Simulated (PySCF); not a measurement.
F4Sb, charge +2, quartet, geometry from GFN2-xTB of the parent state (a state made from the parent by changing its charge; the spin is typed, not shown lowest) (all electrons, no relativity); BLYP/3-21G (PySCF).

Input for PySCF:
```python
from pyscf import gto, scf, dft

mol = gto.Mole()
mol.atom = '''
    Sb    0.00000000    0.00000000    0.00000000
    F     1.78716823   -0.30357238   -0.62788667
    F    -0.08155754    0.81022628    1.73702329
    F    -0.73508024    1.12801739   -1.36660234
    F    -0.97053045   -1.63467128    0.25746573
'''
mol.basis = '3-21g'
mol.charge = 2
mol.spin = 3
mol.verbose = 4
mol.build()

mf = dft.UKS(mol)
mf.xc = 'blyp'
mf.kernel()
mf.analyze()
```

Task: Predict the main parts of the log of this PySCF run.

Result: 
```
PySCF version 2.14.0

[INPUT] verbose = 4
[INPUT] num. atoms = 5
[INPUT] num. electrons = 85
[INPUT] charge = 2
[INPUT] spin (= nelec alpha-beta = 2S) = 3
[INPUT] symmetry False subgroup None
[INPUT] Mole.unit = angstrom
[INPUT] Symbol           X                Y                Z      unit          X                Y                Z       unit  Magmom
[...]
nuclear repulsion = 588.657038229347
number of shells = 33
number of NR pGTOs = 141
number of NR cGTOs = 67
basis = 3-21g
ecp = {}

******** <class 'pyscf.dft.uks.UKS'> ********
method = UKS
initial guess = minao
damping factor = 0
level_shift factor = 0
DIIS = <class 'pyscf.scf.diis.CDIIS'>
diis_start_cycle = 1
diis_space = 8
diis_damp = 0
SCF conv_tol = 1e-09
SCF conv_tol_grad = None
SCF max_cycles = 50
direct_scf = True
direct_scf_tol = 1e-13
number electrons alpha = 44  beta = 41
XC library pyscf.dft.libxc version 7.1.2
    S. Lehtola, C. Steigemann, M. J. T. Oliveira, and M. A. L. Marques,  SoftwareX 7, 1–5 (2018)
XC functionals = blyp
    A. D. Becke,  Phys. Rev. A 38, 3098 (1988)
    C. Lee, W. Yang, and R. G. Parr,  Phys. Rev. B 37, 785 (1988)
    B. Miehlich, A. Savin, H. Stoll, and H. Preuss,  Chem. Phys. Lett. 157, 200 (1989)
radial grids:
    Treutler-Ahlrichs [JCP 102, 346 (1995); DOI:10.1063/1.469408] (M4) radial grids

becke partition: Becke, JCP 88, 2547 (1988); DOI:10.1063/1.454033
pruning grids: <function nwchem_prune>
grids dens level: 3
symmetrized grids: False
atomic radii adjust function: <function treutler_atomic_radii_adjust>
small_rho_cutoff = 0
Set gradient conv threshold to 3.16228e-05
tot grids = 79008
init E= -6671.44727903799

cycle= 1 E= -6684.17898268403  delta_E= -12.7  |g|= 0.363  |ddm|= 2.02

cycle= 2 E= -6683.99356769056  delta_E= 0.185  |g|= 0.82  |ddm|= 1.57

cycle= 3 E= -6683.31345835526  delta_E= 0.68  |g|= 1.26  |ddm|= 1.41

cycle= 4 E= -6683.5072412526  delta_E= -0.194  |g|= 1.14  |ddm|= 1.32

cycle= 5 E= -6683.55347542857  delta_E= -0.0462  |g|= 1.11  |ddm|= 1.26

cycle= 6 E= -6683.61934478549  delta_E= -0.0659  |g|= 1.07  |ddm|= 1.28

cycle= 7 E= -6684.21483811195  delta_E= -0.595  |g|= 0.358  |ddm|= 1.09

cycle= 8 E= -6684.09965505741  delta_E= 0.115  |g|= 0.591  |ddm|= 0.921

cycle= 9 E= -6683.82657480063  delta_E= 0.273  |g|= 0.934  |ddm|= 0.551

cycle= 10 E= -6683.5229583487  delta_E= 0.304  |g|= 1.11  |ddm|= 0.334

cycle= 11 E= -6683.80536737271  delta_E= -0.282  |g|= 0.945  |ddm|= 0.323

cycle= 12 E= -6683.91265655694  delta_E= -0.107  |g|= 0.839  |ddm|= 0.341

cycle= 13 E= -6683.85976113487  delta_E= 0.0529  |g|= 0.849  |ddm|= 0.902

cycle= 14 E= -6683.93409373607  delta_E= -0.0743  |g|= 0.817  |ddm|= 1.09

cycle= 15 E= -6683.43067200667  delta_E= 0.503  |g|= 1.17  |ddm|= 1.12

cycle= 16 E= -6683.28775509218  delta_E= 0.143  |g|= 1.27  |ddm|= 1.38

cycle= 17 E= -6683.65668170413  delta_E= -0.369  |g|= 1.03  |ddm|= 0.399

cycle= 18 E= -6684.03294982769  delta_E= -0.376  |g|= 0.67  |ddm|= 0.871

cycle= 19 E= -6683.8326373298  delta_E=  0.2  |g|= 0.91  |ddm|= 1.25

cycle= 20 E= -6684.09950118195  delta_E= -0.267  |g|= 0.572  |ddm|= 0.441

cycle= 21 E= -6684.16320627604  delta_E= -0.0637  |g|= 0.485  |ddm|= 0.388

cycle= 22 E= -6683.86808638803  delta_E= 0.295  |g|= 0.839  |ddm|= 0.958

cycle= 23 E= -6684.20514598376  delta_E= -0.337  |g|= 0.384  |ddm|= 1.05

cycle= 24 E= -6684.18069932048  delta_E= 0.0244  |g|= 0.416  |ddm|= 0.875

cycle= 25 E= -6684.18305186305  delta_E= -0.00235  |g|= 0.44  |ddm|= 0.93

cycle= 26 E= -6684.14172169916  delta_E= 0.0413  |g|= 0.508  |ddm|= 0.252

cycle= 27 E= -6684.17212394792  delta_E= -0.0304  |g|= 0.455  |ddm|= 0.0937

cycle= 28 E= -6684.13661720011  delta_E= 0.0355  |g|= 0.512  |ddm|= 0.18

cycle= 29 E= -6684.1228849543  delta_E= 0.0137  |g|= 0.536  |ddm|= 0.0728

cycle= 30 E= -6684.09161693707  delta_E= 0.0313  |g|= 0.586  |ddm|= 0.276

cycle= 31 E= -6683.37441070883  delta_E= 0.717  |g|= 1.21  |ddm|= 1.26

cycle= 32 E= -6683.57804983097  delta_E= -0.204  |g|= 1.08  |ddm|= 1.26

[...]
SCF not converged.
[...]
**** SCF Summaries ****
Total Energy =                       -6684.083290109057998
Nuclear Repulsion Energy =             588.657038229347108
One-electron Energy =               -10344.583531396030594
Two-electron Energy =                 3071.843203057626397
Two-electron Coulomb Energy =         3279.166077431797930
DFT Exchange-Correlation Energy =     -207.322874374171363
**** MO energy ****
                             alpha | beta                alpha | beta
[...]
To work with the spin densities directly, `use mulliken_meta_spin()` only printing them here.

 ** Mulliken spin pop alpha/beta on meta-lowdin orthogonal AOs **
 ** Mulliken Spin Density (per AO)  **
spin_pop of  0 Sb 1s        0.00000
spin_pop of  0 Sb 2s        0.00001
spin_pop of  0 Sb 3s        0.00007
spin_pop of  0 Sb 4s        0.00020
spin_pop of  0 Sb 5s        0.41804
spin_pop of  0 Sb 6s       -0.00048
spin_pop of  0 Sb 2px      -0.00000
spin_pop of  0 Sb 2py      -0.00000
spin_pop of  0 Sb 2pz      -0.00000
spin_pop of  0 Sb 3px      -0.00000
spin_pop of  0 Sb 3py      -0.00000
spin_pop of  0 Sb 3pz      -0.00000
spin_pop of  0 Sb 4px      -0.00003
spin_pop of  0 Sb 4py      -0.00003
spin_pop of  0 Sb 4pz      -0.00003
spin_pop of  0 Sb 5px      -0.02805
spin_pop of  0 Sb 5py      -0.02568
spin_pop of  0 Sb 5pz      -0.02933
spin_pop of  0 Sb 6px      -0.00223
spin_pop of  0 Sb 6py      -0.00213
spin_pop of  0 Sb 6pz      -0.00216
spin_pop of  0 Sb 3dxy      0.00000
spin_pop of  0 Sb 3dyz      0.00000
spin_pop of  0 Sb 3dz^2    -0.00000
spin_pop of  0 Sb 3dxz      0.00000
spin_pop of  0 Sb 3dx2-y2   -0.00000
spin_pop of  0 Sb 4dxy      0.00002
spin_pop of  0 Sb 4dyz      0.00006
spin_pop of  0 Sb 4dz^2     0.00000
spin_pop of  0 Sb 4dxz      0.00009
spin_pop of  0 Sb 4dx2-y2   -0.00001
spin_pop of  1 F 1s       -0.00001
spin_pop of  1 F 2s        0.00360
spin_pop of  1 F 3s       -0.00011
spin_pop of  1 F 2px       0.17113
spin_pop of  1 F 2py       0.46036
spin_pop of  1 F 2pz       0.40401
spin_pop of  1 F 3px       0.00020
spin_pop of  1 F 3py       0.00047
spin_pop of  1 F 3pz       0.00044
spin_pop of  2 F 1s       -0.00001
spin_pop of  2 F 2s        0.00410
spin_pop of  2 F 3s       -0.00008
spin_pop of  2 F 2px       0.02303
spin_pop of  2 F 2py       0.15295
spin_pop of  2 F 2pz       0.13431
spin_pop of  2 F 3px       0.00039
spin_pop of  2 F 3py       0.00049
spin_pop of  2 F 3pz       0.00026
spin_pop of  3 F 1s       -0.00001
spin_pop of  3 F 2s        0.00417
spin_pop of  3 F 3s       -0.00008
spin_pop of  3 F 2px       0.09659
spin_pop of  3 F 2py       0.06496
spin_pop of  3 F 2pz       0.08762
spin_pop of  3 F 3px       0.00061
spin_pop of  3 F 3py       0.00023
spin_pop of  3 F 3pz       0.00030
spin_pop of  4 F 1s       -0.00001
spin_pop of  4 F 2s        0.00370
spin_pop of  4 F 3s       -0.00012
spin_pop of  4 F 2px       0.10778
spin_pop of  4 F 2py       0.18603
spin_pop of  4 F 2pz       0.76323
spin_pop of  4 F 3px       0.00021
spin_pop of  4 F 3py       0.00023
spin_pop of  4 F 3pz       0.00068
 ** Mulliken Spin Density (per atom)  **
spin density of  0 Sb =      0.32833
spin density of  1 F =      1.04010
spin density of  2 F =      0.31545
spin density of  3 F =      0.25440
spin density of  4 F =      1.06172
 ** Mulliken pop alpha/beta on meta-lowdin orthogonal AOs **
 ** Mulliken pop       alpha | beta **
In total            44.00000 | 41.00000
 ** Mulliken atomic charges   ( Nelec_alpha | Nelec_beta ) **
charge of  0Sb =      1.87561  (    24.72636     24.39803 )
charge of  1F =      0.41373  (     4.81318      3.77308 )
charge of  2F =     -0.33009  (     4.82277      4.50732 )
charge of  3F =     -0.39415  (     4.82427      4.56988 )
charge of  4F =      0.43490  (     4.81341      3.75169 )

WARN: System has nonzero charge 2; the dipole moment is origin-dependent.
Location of origin: [0. 0. 0.]

Dipole moment(X, Y, Z, Debye):  3.05974, -7.47861, -0.88813
```

The run did not converge; its last values are not results.
